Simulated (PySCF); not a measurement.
C4H4N, multiplicity 2. Atoms are numbered in the order given.

```xyz
9

C      1.2498     0.0765     0.0000
C      0.5270    -1.1004     0.0000
N     -0.8026    -0.7098     0.0000
C     -0.8990     0.6636     0.0000
C      0.3922     1.2004     0.0000
H      0.8223    -2.1541     0.0000
H     -1.5989    -1.3468     0.0000
H     -1.8745     1.1638     0.0000
H      0.6498     2.2651     0.0000
```
Charge 0, spin multiplicity 2.

Coordinates come from a PBE-D3(BJ)/def2-SVP optimisation. The isomer is the one that the SMILES or the coordinates give; other isomers of the formula were not compared.

The numbers are results of PBE-D3(BJ)/def2-SVP (PySCF), not measurements.

No scaling factor is applied to the harmonic values.

| mode | ν (cm⁻¹) | IR (km/mol) | moving atoms (share of kinetic energy) |
|---|---|---|---|
| 1 | 473 | 48.5 | H 68 %, N 21 %, C 10 % |
| 2 | 524 | 15.1 | C 59 %, H 32 %, N 9 % |
| 3 | 619 | 12.3 | H 61 %, C 35 % |
| 4 | 627 | 11.9 | C 52 %, H 36 %, N 12 % |
| 5 | 710 | 70.2 | H 81 %, C 19 % |
| 6 | 802 | 2.9 | H 78 %, C 22 % |
| 7 | 823 | 2.1 | C 87 %, H 9 % |
| 8 | 855 | 3.2 | C 47 %, N 36 %, H 17 % |
| 9 | 1005 | 33.4 | H 74 %, C 18 % |
| 10 | 1041 | 16.4 | H 67 %, C 31 % |
| 11 | 1121 | 2.9 | H 83 %, N 10 % |
| 12 | 1170 | 0.3 | C 72 %, N 18 %, H 10 % |
| 13 | 1196 | 10.2 | H 65 %, C 34 % |
| 14 | 1369 | 0.4 | C 77 %, H 17 % |
| 15 | 1420 | 6.3 | C 51 %, N 28 %, H 20 % |
| 16 | 1453 | 10.5 | C 64 %, H 19 %, N 17 % |
| 17 | 1498 | 1.6 | C 72 %, H 21 % |
| 18 | 3179 | 0.0 | H 92 %, C 8 % |
| 19 | 3197 | 0.6 | H 91 %, C 9 % |
| 20 | 3207 | 0.6 | H 91 %, C 9 % |
| 21 | 3566 | 53.8 | H 93 % |
